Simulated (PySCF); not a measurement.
## Be (beryllium, neutral) across methods

[He] 2p2, high-spin 3P determinant (an excited configuration). Computed with PySCF 2.14 in aug-cc-pCVQZ-DK, with scalar relativity by spin-free X2C-1e.

```tsv
method	E (hartree)	mean ε 1s α (eV)	mean ε 1s β (eV)	mean ε 2p α (eV)	Σ⟨r²⟩ (bohr²)	⟨S²⟩
wB97M-V	-14.4224	-116.65	-116.31	-5.740	21.79	2.000
r2SCAN	-14.4292	-110.55	-110.21	-3.534	21.06	2.000
LDA	-14.2305	-106.75	-106.35	-3.394	21.33	2.000
PBE	-14.4144	-108.12	-107.69	-3.419	21.09	2.000
revPBE	-14.4474	-108.28	-107.91	-3.419	21.08	2.000
UHF	-14.33870	-130.75	-130.43	-6.041	22.14	2.000
PBE0	-14.4106	-113.93	-113.53	-4.161	21.15	2.000
```

Question: Estimate the same row for BLYP.

Answer: E (hartree) = -14.4409; mean ε 1s α (eV) = -108.35; mean ε 1s β (eV) = -108.05; mean ε 2p α (eV) = -3.191; Σ⟨r²⟩ (bohr²) = 21.15; ⟨S²⟩ = 2.000.
